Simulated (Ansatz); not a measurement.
Start from `[F][Ge][Cl]` and change one element to get `F[Si]Cl`.

Ansatz, PBE0-D4/def2-TZVP geometries, multiplicity 1. 

Scalar relativity is left out up to krypton.

```
                                          property  `[F][Ge][Cl]`
                 LUMO energy (PBE/def2-TZVPP) / eV          -3.58
size of the dipole moment (ωB97M-V/def2-TZVPP) / D           2.34
               HOMO–LUMO gap (PBE/def2-TZVPP) / eV           3.67
                HOMO energy (PBE0/def2-TZVPP) / eV          -8.44
             HOMO–LUMO gap (B3LYP/def2-TZVPP) / eV           5.18
    zero-point energy (PBE0-D4/def2-TZVP) / kJ/mol            7.7
```

Task: What does the change do to each property? (Estimate.)

Result: Computed: 
| property | `F[Si]Cl` | shift |
| --- | --- | --- |
| LUMO energy (PBE/def2-TZVPP) / eV | -3.32 | 0.26 |
| size of the dipole moment (ωB97M-V/def2-TZVPP) / D | 1.19 | -1.15 |
| HOMO–LUMO gap (PBE/def2-TZVPP) / eV | 3.51 | -0.16 |
| HOMO energy (PBE0/def2-TZVPP) / eV | -7.98 | 0.46 |
| HOMO–LUMO gap (B3LYP/def2-TZVPP) / eV | 5.09 | -0.09 |
| zero-point energy (PBE0-D4/def2-TZVP) / kJ/mol | 9.8 | 2.1 |

With PBE0 the HOMO rises by 0.46 eV and the LUMO rises by 0.32 eV, so the gap narrows by about 0.14 eV. PBE moves the HOMO by 0.42 eV and ωB97M-V by 0.48 eV. Dipoles are sizes alone; their direction can turn.

B3LYP here is the variant with VWN-RPA as its local correlation; programs differ in this.
